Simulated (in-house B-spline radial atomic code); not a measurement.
**RPA and G0W0 on CAM-B3LYP: F6+**

Configuration [He] 2s1, highest spin, mean-field start CAM-B3LYP. Computed with an all-electron radial atomic-structure program (B-spline basis): all electrons, non-relativistic, point nucleus, each spin shell either full or empty, empty states to l = 9 with an (l + 1/2)⁻⁴ tail; G0W0 by contour deformation at full frequency.

Command:
```bash
python run_gw.py task.json out
```
Settings (radii: box in bohr, nucleus in fm):
```
Z                        9
electrons                3
configuration            [He] 2s1
hamiltonian              nr
method                   camb3lyp
lmax                     9
spin_polarised           True
box_radius               9.29
intervals                44
ion_configuration        1s2
```

Cost of the run: 1.4 s on 1 thread of Arm Neoverse N1, on a shared host.

Energies (hartree):

```
                                     term      value
                         mean-field total  -82.30666
Hartree-Fock functional on these orbitals  -82.27825
                      direct second order   -0.15693
                    second-order exchange    0.10539
                         SOSEX correction   0.093066
```

Task: What is the RPA correlation energy, and what remains with SOSEX?

Result: RPA gives -0.14273 hartree (-1.29 eV per electron); RPA + SOSEX gives -0.049662, and the second-order doubles -0.051538 hartree (no singles). SOSEX takes back 65 % of the RPA value.

Quasi-particle levels (eV):

| level | occupied | mean field | Σx - vxc | Σc | QP weight | G0W0 |
| --- | --- | --- | --- | --- | --- | --- |
| 2s up | yes | -178.05 | -6.83 | ? | ? | ? |
| 1s down | yes | -869.25 | -40.28 | 2.86 | 0.974 | -906.67 |
| 1s up | yes | -871.45 | -42.29 | 2.84 | 0.944 | -910.90 |
| 2s down | no | -161.89 | 8.50 | -3.44 | 0.934 | -156.83 |

G0W0 = mean field + (Σx - vxc) + Σc, with Σc (partial-wave tail included) taken at the quasi-particle energy.

Task: Where does G0W0 put 2s up?

Result: At -186.79 eV, with Σc = -1.90 eV and a quasi-particle weight of 0.971. The tabulated removal energy is 185.187 eV (NIST, measured).

Task: What does it cost to remove one electron (to 1s2) by differences of total energies, each species on its own start (correlation terms add to the Hartree-Fock functional)?

Result: CAM-B3LYP 185.87 eV, Hartree-Fock functional 184.85 eV, + RPA 186.28 eV, + RPA + SOSEX 184.98 eV, + second order 184.99 eV. Tabulated: 185.187 eV (NIST, measured).
